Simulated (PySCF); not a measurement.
## Correlation energy of Se(2+) (selenium, charge +2)

[Ar] 3d10 4s2 4p2, high-spin 3P determinant. Computed with PySCF 2.14 in x2c-TZVPall, with the spin-free X2C one-electron Hamiltonian (Gaussian nucleus). Frozen: [Ar] 3d10; 4 electrons correlated.

MP2 pair energies summed by pair of shells (mhartree):

```json
{"pair": "4s-4p", "energy": "-35.56", "share (%)": "62.6"}
{"pair": "4s-4s", "energy": "-15.61", "share (%)": "27.5"}
{"pair": "4p-4p", "energy": "-5.61", "share (%)": "9.9"}
```

Total MP2 correlation energy: -56.77 mhartree.

Same-spin part -9.28 and opposite-spin part -47.50 mhartree; SCS-MP2 scales them by 1/3 and 6/5 to -60.09 mhartree.

```json
{"level": "CCSD", "correlation energy (mhartree)": "-72.43"}
{"level": "(T)", "correlation energy (mhartree)": "-1.49"}
{"level": "CCSD(T)", "correlation energy (mhartree)": "-73.92"}
```

Diagnostics: T1 = 0.0062, D1 = 0.0167, largest double amplitude 0.092.

Q: Is a single reference adequate?

A: Mostly. T1 lies below 0.03, but a double amplitude of this size points to a near-degeneracy that CCSD handles and MP2 describes poorly.
